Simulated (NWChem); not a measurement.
System: C₃H₉ClGe; SMILES [CH3][Ge]([CH3])([CH3])[Cl]

NWChem input:

```
start job
memory heap 200 mb stack 900 mb global 1100 mb
geometry units angstroms noautoz
  C      1.849641    -0.257608     0.832560
  Ge     0.000000     0.000000     0.287081
  C     -0.701726     1.730640     0.832560
  C     -1.147915    -1.473032     0.832560
  Cl     0.000000     0.000000    -1.903833
  H      1.924525    -0.267364     1.931000
  H      2.232650    -1.212420     0.445057
  H      2.479315     0.555494     0.444019
  H     -1.720730     1.869403     0.444019
  H     -0.730719     1.800369     1.931000
  H     -0.066339     2.539741     0.445057
  H     -1.193806    -1.533005     1.931000
  H     -0.758586    -2.424897     0.444019
  H     -2.166311    -1.327322     0.445057
end
basis spherical
  * library def2-svp
end
dft
  xc mpw1k
  iterations 150
  mulliken
end
task dft energy
```

Parts of the log:

```
             Northwest Computational Chemistry Package (NWChem) 7.3.0
             --------------------------------------------------------

 C3  symmetry detected

                             Geometry "geometry" -> ""
                             -------------------------

 Output coordinates in angstroms (scale by  1.889725989 to convert to a.u.)

  No.       Tag          Charge          X              Y              Z
 ---- ---------------- ---------- -------------- -------------- --------------
    1 C                    6.0000     1.05461122     1.54121008    -0.82903712
    2 Ge                  32.0000     0.00000000     0.00000000    -0.28355812
    3 C                    6.0000     0.80742147    -1.68392515    -0.82903712
    4 C                    6.0000    -1.86203269     0.14271507    -0.82903712
    5 Cl                  17.0000     0.00000000     0.00000000     1.90735588
    6 H                    1.0000     1.09780569     1.60315355    -1.92747712
    7 H                    1.0000     0.60636137     2.46718721    -0.44153412
    8 H                    1.0000     2.07976861     1.45950009    -0.44049612
    9 H                    1.0000     0.22407985    -2.53088249    -0.44049612
   10 H                    1.0000     0.83946885    -1.75230439    -1.92747712
   11 H                    1.0000     1.83346611    -1.75871796    -0.44153412
   12 H                    1.0000    -1.93727454     0.14915084    -1.92747712
   13 H                    1.0000    -2.30384846     1.07138241    -0.44049612
   14 H                    1.0000    -2.43982749    -0.70846925    -0.44153412

 Effective nuclear repulsion energy (a.u.)     484.1882086561

      Symmetry information
      --------------------

 Group name             C3
 Group number              5
 Group order               3
 No. of unique centers     6

                                 NWChem DFT Module
                                 -----------------

 Summary of "ao basis" -> "ao basis" (spherical)
 ------------------------------------------------------------------------------
       Tag                 Description            Shells   Functions and Types
 ---------------- ------------------------------  ------  ---------------------
 C                          def2-svp                 6       14   3s2p1d
 Ge                         def2-svp                12       32   5s4p3d
 Cl                         def2-svp                 8       18   4s3p1d
 H                          def2-svp                 3        5   2s1p

      Symmetry analysis of basis
      --------------------------

        a          49
        e+         44
        e-         44

  Rotation of axis

            General Information
            -------------------
          SCF calculation type: DFT
          Wavefunction type:  closed shell.
          No. of atoms     :    14
          No. of electrons :    76
           Alpha electrons :    38
            Beta electrons :    38
          Charge           :     0
          Spin multiplicity:     1
          Use of symmetry is: on ; symmetry adaption is: on
          Maximum number of iterations: 150
          AO basis - number of functions:   137
                     number of shells:    65
          Convergence on energy requested:  1.00D-06
          Convergence on density requested:  1.00D-05
          Convergence on gradient requested:  5.00D-04

              XC Information
              --------------
                        MPW1K Method XC Functional
                     Hartree-Fock (Exact) Exchange  0.428
                        mPW91  Exchange Functional  0.572
                Perdew 1991 Correlation Functional  1.000 non-local
            Perdew 1991 LDA Correlation Functional  1.000 local

             Grid Information
             ----------------
          Grid used for XC integration:  medium
          Radial quadrature: Mura-Knowles
          Angular quadrature: Lebedev.
          Tag              B.-S. Rad. Rad. Pts. Rad. Cut. Ang. Pts.
          ---              ---------- --------- --------- ---------
          C                   0.70       49          11.0       434
          Ge                  1.25      112           8.0       590
          Cl                  1.00       88          11.0       590
          H                   0.35       45          12.0       434
          Grid pruning is: on
          Number of quadrature shells:   384
          Spatial weights used:  Erf1

      Superposition of Atomic Density Guess
      -------------------------------------

 Sum of atomic energies:       -2651.73495222

      Non-variational initial energy
      ------------------------------

 Total energy =   -2654.298313
 1-e energy   =   -4650.245619
 2-e energy   =    1511.759097
 HOMO         =      -0.351976
 LUMO         =       0.068014

      Symmetry analysis of molecular orbitals - initial
      -------------------------------------------------

  Numbering of irreducible representations:

     1 a           2 e+          3 e-

  Orbital symmetries:

     1 a           2 a           3 a           4 e+          5 e+
     6 a           7 a           8 e+          9 e+         10 a
    11 a          12 e+         13 e+         14 a          15 e+
    16 e+         17 a          18 e+         19 e+         20 a
    21 e+         22 e+         23 a          24 e+         25 e+
    26 a          27 a          28 a          29 e+         30 e+
    31 e+         32 e+         33 a          34 a          35 e+
    36 e+         37 e+         38 e+         39 a          40 a
    41 e+         42 e+         43 a          44 e+         45 e+
    46 a          47 e+         48 e+

     ---------------------------------------------
      Total Density - Mulliken Population Analysis
     ---------------------------------------------

    Atom       Charge   Shell Charges
 -----------   ------   -------------------------------------------------------
    1 C    6     6.57   1.99  0.96  0.27  2.10  1.23  0.01
    2 Ge  32    30.97   2.00  2.00  2.00  1.03  0.09  6.00  5.98  1.00  0.67  8.14  1.81  0.26
    3 C    6     6.57   1.99  0.96  0.27  2.10  1.23  0.01
    4 C    6     6.57   1.99  0.96  0.27  2.10  1.23  0.01
    5 Cl  17    17.50   2.00  1.99  1.23  0.73  5.94  2.18  3.43  0.01
    6 H    1     0.87   0.65  0.19  0.03
    7 H    1     0.87   0.66  0.19  0.03
    8 H    1     0.87   0.66  0.19  0.03
    9 H    1     0.87   0.66  0.19  0.03
   10 H    1     0.87   0.65  0.19  0.03
   11 H    1     0.87   0.66  0.19  0.03
   12 H    1     0.87   0.65  0.19  0.03
   13 H    1     0.87   0.66  0.19  0.03
   14 H    1     0.87   0.66  0.19  0.03

   convergence    iter        energy       DeltaE   RMS-Dens  Diis-err
 ---------------- ----- ----------------- --------- --------- ---------
 d= 0,ls=0.0,diis     1  -2656.6196601571 -3.14D+03  6.17D-03  3.30D-01
 d= 0,ls=0.0,diis     2  -2656.6543563556 -3.47D-02  2.78D-03  8.94D-02
 d= 0,ls=0.0,diis     3  -2656.6648754359 -1.05D-02  6.71D-04  1.78D-02
 d= 0,ls=0.0,diis     4  -2656.6664660782 -1.59D-03  1.22D-04  6.99D-04
 d= 0,ls=0.0,diis     5  -2656.6665168967 -5.08D-05  2.18D-05  9.02D-06
 d= 0,ls=0.0,diis     6  -2656.6665177637 -8.67D-07  4.20D-06  2.10D-07

         Total DFT energy =    -2656.666517763673
      One electron energy =    -4655.409889780682
           Coulomb energy =     1641.734233363183
    Exchange-Corr. energy =     -127.179070002278
 Nuclear repulsion energy =      484.188208656103

 Numeric. integr. density =       75.999948692361

                  Occupations of the irreducible representations
                  ----------------------------------------------

                     irrep           alpha         beta
                     --------     --------     --------
                     a                16.0         16.0
                     e+               22.0         22.0
                     e-                0.0          0.0

                       DFT Final Molecular Orbital Analysis
                       ------------------------------------

 Vector   36  Occ=2.000000D+00  E=-3.753839D-01  Symmetry=e+
              MO Center= -1.8D-01, -2.1D-01,  2.9D-01, r^2= 4.3D+00
   Bfn.  Coefficient  Atom+Function         Bfn.  Coefficient  Atom+Function
  ----- ------------  ---------------      ----- ------------  ---------------
    85      0.316374   5 Cl px               64     -0.247690   4 C  px
    82      0.237858   5 Cl px               26      0.210951   2 Ge px
    51      0.190301   3 C  py               86     -0.191183   5 Cl py
    29      0.153174   2 Ge px               50     -0.148289   3 C  px
    83     -0.143735   5 Cl py               79      0.138715   5 Cl px

 Vector   37  Occ=2.000000D+00  E=-3.303414D-01  Symmetry=e+
              MO Center= -1.4D-01,  2.3D-01,  8.2D-01, r^2= 3.9D+00
   Bfn.  Coefficient  Atom+Function         Bfn.  Coefficient  Atom+Function
  ----- ------------  ---------------      ----- ------------  ---------------
    85      0.477186   5 Cl px               82      0.340520   5 Cl px
    64      0.219480   4 C  px               86      0.201401   5 Cl py
    79      0.198485   5 Cl px               26     -0.174196   2 Ge px
     5      0.161588   1 C  py               63      0.160407   4 C  s
    67      0.160225   4 C  px                3     -0.151834   1 C  s

[...]
```

Level: MPW1K/def2-SVP. The geometry was optimised at PBE0/def2-SVP.
